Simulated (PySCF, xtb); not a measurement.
H₄OSSi, SMILES O[SiH2]S. Other conformers were not sampled.

Harmonic wavenumbers (cm⁻¹) from GFN2-xTB (xtb) at its own minimum, in rising order: 144, 194, 287, 493, 495, 595, 683, 742, 755, 782, 913, 2361, 2394, 2464, 3651.

Q: What does PySCF with ωB97X-D3(BJ)/def2-TZVP give at its own minimum? (An estimate is asked for; the answer gives what the named calculation found.)

A: 195, 243, 318, 524, 535, 724, 807, 845, 920, 929, 971, 2259, 2294, 2749, 3918. Paired by order, the mean absolute difference is 112 cm⁻¹ and the zero-point energies are 24.2 and 26.1 kcal/mol.
